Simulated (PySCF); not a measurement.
## Simulated absorption spectrum

Species: 2-bromo-1-chloropropane, C3H6BrCl.
Atom-mapped SMILES: `[CH3:1][C@@H:2]([Br:3])[CH2:4][Cl:5]` (hydrogens: H6, H7, H8 on C1; H9 on C2; H10, H11 on C4)

Computed, not measured: TDDFT PBE0/def2-SVPD, vertical, gas phase, core orbitals frozen in the response (PySCF 2.14.0, density-fitted response routines). The structure is a single PBE0-D3(BJ)/def2-SVP conformer in the gas phase; no vibrational or solvent corrections. The PBE0/def2-SVPD calculation is non-relativistic and has no spin–orbit coupling, an omission that weighs most on bromine. Torsions of this conformer, `[CH3:1][C@@H:2]([Br:3])[CH2:4][Cl:5]`: C1–C2–C4–Cl5 64°.

Computed states:

```tsv
state	E (eV)	f
S1	6.04	0.0004
S2	6.08	0.0074
S3	6.92	0.0018
S4	7.09	0.029
S5	7.41	0.034
S6	7.46	0.048
```

Each state is given a Gaussian of 0.25 eV full width at half maximum, with ε(max) = 2.175×10⁸ f / Δν̃ (Δν̃ the width in cm⁻¹). The width is an assumption, not a result. The curve ends short of the highest state used, and states not computed would add to its high-energy end.

(1) Give the broadened spectrum and its maxima.

(2) Coming from long wavelengths, where does ε first pass 100 L mol⁻¹ cm⁻¹?

(3) On this curve, what absorbance would a 10⁻⁴ mol/L sample give at 193 nm over a 1 cm path?

## Answers

(1) 
(λ (nm), ε (L mol⁻¹ cm⁻¹)): (180.8, 436), (181.7, 256), (182.6, 145), (183.5, 80), (184.4, 42), (185.3, 21), (186.1, 11), (187.0, 5), (187.9, 2), (188.8, 1), (189.7, 0), (190.6, 0), (191.4, 1), (192.3, 2), (193.2, 6), (194.1, 13), (195.0, 28), (195.8, 52), (196.7, 95), (197.6, 161), (198.5, 253), (199.4, 368), (200.3, 498), (201.1, 614), (202.0, 728), (202.9, 808), (203.8, 839), (204.7, 818), (205.6, 749), (206.4, 659), (207.3, 540), (208.2, 417), (209.1, 305), (210.0, 211), (210.8, 146), (211.7, 92), (212.6, 55), (213.5, 31), (214.4, 17), (215.3, 9), (216.1, 5), (217.0, 2), (217.9, 1), (218.8, 0)

Maxima: 204 nm (6.08 eV), ε about 840, made up of S2 (95%) (ε in L mol⁻¹ cm⁻¹; maxima over ε = 5, shares over 10%). At its high-energy end, 6.86 eV, the curve is still rising (ε about 450, from S3 and S4).

(2) At about 212 nm (5.86 eV), 0.18 eV below S1.

(3) 193 nm is 6.424 eV, where ε is about 4.7 L mol⁻¹ cm⁻¹, so A = ε c l ≈ 0.00047 (Beer–Lambert, with the gas-phase spectrum and the assumed width).

Hardware: an AMD EPYC 7R43 with one thread, on a shared host. Cost: 21 s of wall time, 0.85 GiB resident at most.
